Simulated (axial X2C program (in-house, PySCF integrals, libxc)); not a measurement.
LiBe⁻: from Re and ωe to a spectrum

A bond curve at the PBE0 level, two-component, was computed with an in-house relativistic program for diatomic molecules (basis Be dyall-av3z [9s9p4d2f], Li dyall-av3z [9s9p3d] (cores contracted in-house)) for the state Ω = 0 (closed shell). Its fit gives Re = 2.9151 Å, ωe = 216.5 cm⁻¹, ωexe = 4.63 cm⁻¹ and αe = 1.488e-02 cm⁻¹; the masses are 9.0122 and 7.0160 u. Two-component means X2C with spin–orbit coupling and atomic mean-field Coulomb and Gaunt terms.

**Question.** Find the reduced mass, Be and the force constant.

**Answer.** From the PBE0 values: μ = 3.9449 u. Be = 16.8576/(μ Re²) = 0.5029 cm⁻¹. k = 5.8918×10⁻⁷ μ ωe² = 0.109 mdyn/Å.

**Question.** Estimate De from a Morse curve and compare with the computed well depth of 0.484 eV to Be + Li-.

**Answer.** De(Morse) = ωe²/(4ωexe) = 0.314 eV against 0.484 eV computed, a ratio of 0.65. The extrapolation falls short: long-range attraction (ionic or ion–induced dipole) or a change of character along the curve can cause this.

**Question.** Estimate the centrifugal constant by the Kratzer relation.

**Answer.** D = 4Be³/ωe² = 1.09e-05 cm⁻¹.

**Question.** A Morse curve ties αe to the other constants (Pekeris). How well does that hold?

**Answer.** αe(Morse) = 6Be²/ωe × (√(ωexe/Be) − 1) = 1.426e-02 cm⁻¹; the PBE0 curve gives 1.488e-02 cm⁻¹, a ratio of 0.96.

**Question.** Where do the fundamental and the first overtone lie?

**Answer.** ν(1←0) = ωe − 2ωexe = 207.2 cm⁻¹; ν(2←0) = 2ωe − 6ωexe = 405.2 cm⁻¹.

Occupations by symmetry block were frozen at the best pattern of an incomplete PBE0 search. Dissociation energies refer to the lowest single-determinant-based atoms at the same level and basis. PBE0 can misorder states that lie within some tenths of an eV, so this need not be the ground state of the molecule. The nearest other 2c determinant of the search, Ω = 1, lies 0.14 eV up at the distance of the search. The highest occupied level of some functionals is positive through self-interaction error; at Hartree–Fock it is bound.
